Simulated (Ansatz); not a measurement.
Q: Name a neutral molecule of Al, C, F, O and H with LUMO energy (ωB97M-V/def2-TZVPP) between 0.45 and 0.75 eV and LUMO energy (PBE0/def2-TZVPP) between -1.15 and -0.85 eV (Ansatz, PBE0-D4/def2-TZVP geometry).

A: `CO[CH2][AlH][F]` (0.59 eV, -1.00 eV); `[OH][Al]1[CH]=[C]1F` (0.54 eV, -1.09 eV); `[OH][Al]1[CH2][CH]1F` (0.52 eV, -1.12 eV); `[OH][AlH]/[CH]=C/F` (0.65 eV, -1.12 eV); `F[CH]1O[CH2][Al]1[F]` (0.51 eV, -1.08 eV); `C=[C](O)[Al]([F])[F]` (0.65 eV, -1.14 eV). Other molecules can fit too; these were computed, each in one conformer that needn't be the lowest.
